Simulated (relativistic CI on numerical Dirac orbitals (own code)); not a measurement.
Computed by Dirac-Coulomb-Breit CI, orbitals from a KLI potential per configuration, model QED (radiative potential, 1s self-energy scaled to tabulated hydrogen-like ionisation energies), unscaled Slater integrals (own radial code, finite nucleus).

The strongest absorption lines from the ground level of an ion, among the configurations computed and to levels below about 2700 eV (vacuum wavelength in nm, gf): 0.48591 (0.71), 0.60580 (2.8), 0.60621 (1.9), 0.60720 (0.87), 0.61095 (0.8), 0.62206 (1.3), 0.62539 (1.7), 0.62666 (0.77).

(1) Which ion is it?
A. Rb26+
B. Nb32+
C. Rb28+
D. Y30+

## Answers

(1) C. Rb28+ has 9 electrons and the ground level 2s2 2p5 2P°_3/2; the strongest line goes to 2s2 2p4 3d 2F_5/2. The pattern of lines fixes the number of electrons, and along that sequence the line energies rise steadily with the charge (about as its square where n changes within one kind of shell, about linearly where n is kept but much faster in heavy ions where fine structure, which grows about as Z⁴, sets the gap, and irregularly where shells cross), which fixes Z. Configurations outside the model, such as inner-shell arrays, can give stronger lines. At this charge energies of transitions that change n are usually good to better than 1 %, and those within a shell (Δn = 0) to a few per cent.

LS names give the leading component of a level, which can be under half, so a name can repeat, a term be missing and a line seem to break the LS rules.
